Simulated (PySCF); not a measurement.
Spin states and ions at one geometry of [TaOF4]−

PySCF 2.14.0, RKS TPSS, Ta def2-SVP with ECP60, O def2-SVP, F def2-SVP; non-relativistic Hamiltonian with scalar-relativistic core potentials where named; density fitting; no spin-orbit coupling; singlets restricted, open shells unrestricted. The geometry is relaxed for charge -1, singlet, vacuum:

```xyz
6

Ta    0.0000    0.0000    0.0814
O     0.0000    0.0000    1.8425
F     1.8660    0.0000   -0.4657
F     0.0000    1.8660   -0.4657
F    -1.8660    0.0000   -0.4657
F     0.0000   -1.8660   -0.4657
```

Energies count from the relaxed state; an electron taken off or put on is at rest in vacuum. Charges and spins are Mulliken's.

```csv
state,energy (eV),spin squared,charge on Ta1 (e),spin on Ta1 (e),dipole about the centre of mass (D)
"charge -1, singlet, vacuum",0.00,0.00,1.03,0.00,1.20
"charge -1, triplet, vacuum",6.04,2.00,0.84,0.88,0.78
```

Question: What does the state charge 0, doublet, vacuum give?

Answer: energy (eV) 6.02, spin squared 0.76, charge on Ta1 (e) 1.32, spin on Ta1 (e) -0.09, dipole about the centre of mass (D) 1.06.

With an electron taken off (doublet) the charges change, summed by element, by Ta +0.28 e, O +0.29 e, F +0.43 e. The vertical ionisation energy is 6.02 eV, against −ε(HOMO) = 2.55 eV of the relaxed state. The level lies 3.5 eV too high, as is usual for semilocal functionals and global hybrids, which keep a self-interaction error.

Open shells may have lower solutions than those found. Hard to converge, so the more doubtful: charge -1, triplet, vacuum; charge 0, doublet, vacuum.

No frequency check is given that shows the relaxed geometry to be a minimum.
